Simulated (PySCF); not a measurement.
Si(H)(OH)(SeH)2 (H₄OSe₂Si), SMILES [SiH](O)([SeH])[SeH].

The structure is a stationary point at r2SCAN-D4/def2-SVP. This is a generated structure with no PubChem entry under its InChIKey; it may be hypothetical. One conformer was computed; it need not be the lowest.

Method: r2SCAN-D4/def2-SVP run with PySCF.

Frequencies are harmonic and unscaled.

```
mode  ν (cm⁻¹)  IR (km/mol)  Raman (Å⁴/amu)  depolarisation  moving atoms (share of kinetic energy)
----  --------  -----------  --------------  --------------  --------------------------------------
1           98          1.0             1.3            0.62                        Se 79 %, Si 11 %
2          134          8.0             5.8            0.75                  H 68 %, O 21 %, Se 9 %
3          168          6.5             3.0            0.73                 H 47 %, O 36 %, Se 14 %
4          216          1.3             4.5            0.70                 H 72 %, O 12 %, Si 12 %
5          234         18.9             6.1            0.59        H 42 %, O 27 %, Se 15 %, Si 15 %
6          331        100.8             1.9            0.74                          H 72 %, O 19 %
7          366         13.3            14.7            0.10                Si 60 %, Se 25 %, H 11 %
8          439        123.0             5.3            0.64                Si 67 %, Se 16 %, H 14 %
9          625          0.3            10.2            0.57                                  H 95 %
10         655          9.7            18.4            0.73                                  H 93 %
11         759        168.4            12.7            0.71                                  H 89 %
12         783        115.3             4.1            0.75                          H 80 %, O 17 %
13         874        304.5            12.3            0.24                 H 64 %, Si 19 %, O 17 %
14         912          7.4             4.6            0.55                 H 37 %, O 36 %, Si 27 %
15        2262         99.2           174.8            0.20                                  H 97 %
16        2419         10.4           241.6            0.27                                  H 99 %
17        2439          4.7           100.9            0.32                                  H 99 %
18        3858        108.7            80.1            0.27                                  H 94 %
```
